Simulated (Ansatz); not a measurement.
**Which isomer of BGeHO gives these data?**

These gas-phase data were calculated for one isomer of BGeHO at PBE0-D3(BJ)/pcseg-1 (harmonic, unscaled wavenumbers; equilibrium rotational constants with average atomic masses):

| Property | Result |
| --- | --- |
| rotational constants | 36.94, 6.806, 5.747 GHz |
| all wavenumbers above 1500 cm⁻¹ | 2686 |
| dipole moment | 1.69 D (PBE0/def2-TZVPD) |

Candidates:

(1) `O=[B][GeH]`, a singlet
(2) `[BH]1[O][Ge]1`, a singlet

Problem. Which structure fits?

Solution. Candidate (2). The band at 2686 cm⁻¹ lies where the B–H stretch is expected; (1) has no mode between 2350 and 2900 cm⁻¹.

The same quantities for all candidates:

```
     rotational constants (GHz)  wavenumbers above 1500 cm⁻¹  dipole (D)  E above the lowest, PBE0-D3(BJ)/pcseg-1 (kcal/mol)
(1)         199.1, 3.039, 2.994                   1985, 1948        3.54                                                 0.0
(2)         36.94, 6.806, 5.747                         2686        1.69                                                 5.2
```

Each candidate is one conformer. Programs: Ansatz 0.2.0.
